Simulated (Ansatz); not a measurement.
Relaxation of FH5OSi2 (9 atoms, charge 0, multiplicity 1), to a largest force component of 0.03 eV/Å in at most 50 steps.

Level of theory: RKS BHLYP/6-31G* (Ansatz).

```xyz
9
Properties=species:S:1:pos:R:3:forces:R:3
Si -0.022 -0.260 -0.985 0.00 0.13 0.33
O 1.395 0.145 1.466 -0.14 -0.94 -0.85
H 0.654 -0.152 2.007 0.14 0.08 -0.12
H 1.698 -0.671 1.017 -0.06 0.73 0.70
Si -1.191 1.852 -0.954 0.02 0.06 -0.02
H -2.556 1.659 -1.506 0.00 -0.02 0.00
H -1.342 2.397 0.416 0.01 -0.02 -0.01
H -0.519 2.873 -1.794 0.00 -0.02 0.02
F -0.943 -0.983 0.151 0.03 -0.01 -0.05
```

Question: Where does it end, and by what steps?

Answer: The forces met the threshold. After 9 steps the energy has fallen by 0.438 eV; O2 moved furthest, 0.66 Å. Joined: Si1–O2 (2.86 → 2.12 Å).

```json
{"step": "0", "energy less start (eV)": "0.0000", "largest force component (eV/Å)": "0.935", "accepted": "yes"}
{"step": "1", "energy less start (eV)": "-0.0694", "largest force component (eV/Å)": "3.002", "accepted": "yes"}
{"step": "2", "energy less start (eV)": "-0.2388", "largest force component (eV/Å)": "1.434", "accepted": "yes"}
{"step": "3", "energy less start (eV)": "-0.3700", "largest force component (eV/Å)": "1.236", "accepted": "yes"}
{"step": "4", "energy less start (eV)": "-0.4086", "largest force component (eV/Å)": "0.563", "accepted": "yes"}
{"step": "5", "energy less start (eV)": "-0.4261", "largest force component (eV/Å)": "0.243", "accepted": "yes"}
{"step": "6", "energy less start (eV)": "-0.4336", "largest force component (eV/Å)": "0.098", "accepted": "yes"}
{"step": "7", "energy less start (eV)": "-0.4360", "largest force component (eV/Å)": "0.067", "accepted": "yes"}
{"step": "8", "energy less start (eV)": "-0.4377", "largest force component (eV/Å)": "0.075", "accepted": "yes"}
{"step": "9", "energy less start (eV)": "-0.4385", "largest force component (eV/Å)": "0.024", "accepted": "yes"}
```

```xyz
9
Properties=species:S:1:pos:R:3
Si 0.001 -0.423 -0.827
O 1.076 0.202 0.887
H 0.453 0.228 1.623
H 1.763 -0.429 1.118
Si -1.076 1.735 -0.811
H -2.406 1.683 -1.468
H -1.311 2.224 0.577
H -0.283 2.780 -1.508
F -1.042 -1.140 0.226
```

Time of the run: 32 s on 1 thread of Arm Neoverse V2, with other jobs on the host, peak memory 0.15 GiB.
